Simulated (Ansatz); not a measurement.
Species: sum formula SiI₂Cl (charge 0, doublet). It need not be the lowest isomer of its formula. 
Structure (B3LYP-D3(BJ)/def2-TZVP (Ansatz, a quantum-chemistry and plane-wave program) minimum search):
```xyz
4

Cl    -0.2949     2.5726    -0.1255
Si    -0.0642     0.6741     0.6586
I      2.0848    -0.2709    -0.1052
I     -1.9732    -0.7324    -0.0285
```
Charge 0, spin multiplicity 2.

Basis-set convergence of Hartree-Fock and MP2 correlation energies (hartree) with Ansatz. Cores are frozen in the correlated levels unless marked. UHF or UKS for open shells. No spin-orbit coupling. The frozen core is the preceding noble-gas configuration, with the filled d and f shells of earlier blocks. In def2 rows, elements after Kr have scalar-relativistic effective core potentials.

```tsv
basis	functions	E(HF)	E(corr, MP2)
def2-SVP	88	-1341.59433	-0.39807
def2-TZVPP	184	-1341.87958	-0.55376
def2-QZVPP	304	-1341.90338	-0.62180
```

Extrapolating the two largest sets (X = 3 and 4) as X^-3: E(corr) = (64·(-0.62180) - 27·(-0.55376))/37 = -0.6715 Eh, an estimate of the basis-set limit. The largest set recovers 92.6 % of it, the smallest 59.3 %.
